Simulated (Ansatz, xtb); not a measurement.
Ranking isomers of BrH8NSi3

5 gas-phase structures of BrH8NSi3, from a drawn sample of its isomers (lower ones may exist). Each was relaxed with GFN2-xTB; where two conformers were screened, the lower at r2SCAN-D4/def2-SVP//GFN2-xTB is listed:

A. `N[Si]([SiH3])([SiH3])Br`, a singlet
B. `N[SiH2][SiH2][SiH2]Br`, a singlet
C. `N[Si@@H](Br)[SiH2][SiH3]`, a singlet
D. `N[SiH2][Si@@H]([SiH3])Br`, a singlet
E. `N[Si@@H]([SiH3])[SiH2]Br`, a singlet

Q: Make a reasoned guess at their ranking by r2SCAN-D4/def2-SVP//GFN2-xTB single-point energy.

A: Calculated order at r2SCAN-D4/def2-SVP//GFN2-xTB: C (0.0), A (20.9), D (21.9), B (28.3), E (30.5) kJ/mol. Less than 1 kcal/mol parts A and D; B and E, so the order within those pairs means little.

Energies above the lowest of each column, in kJ/mol; the last columns are at r2SCAN-D4/def2-SVP geometries:

| structure | GFN2-xTB | HF/STO-3G | r2SCAN-D4/def2-SVP//GFN2-xTB | r2SCAN-D4/def2-SVP | CCSD(T)/def2-SVP + ΔMP2/def2-TZVPP |
| --- | --- | --- | --- | --- | --- |
| C | 7.2 | 0.0 | 0.0 | 0.0 | 0.0 |
| A | 11.1 | 24.8 | 20.9 | 6.0 | 6.0 |
| D | 7.5 | 21.7 | 21.9 | 24.7 | 20.7 |
| B | 5.3 | 24.5 | 28.3 | 27.7 | 23.2 |
| E | 0.0 | 22.8 | 30.5 | 30.4 | 25.2 |

CCSD(T)/def2-SVP + ΔMP2/def2-TZVPP puts C lowest; GFN2-xTB picks E. Flexible structures stand in one conformer each, not always the lowest. ΔMP2 is the change of the MP2 energy from the smaller to the larger basis.

Over these structures GFN2-xTB departs from r2SCAN-D4/def2-SVP//GFN2-xTB by 10.2 kJ/mol on average once a common shift is removed. A GFN2-xTB relaxation took about 1.7 s and the r2SCAN-D4/def2-SVP//GFN2-xTB energy about 9.4 s on a shared host (Ansatz 0.2.0, xtb 6.7.1).
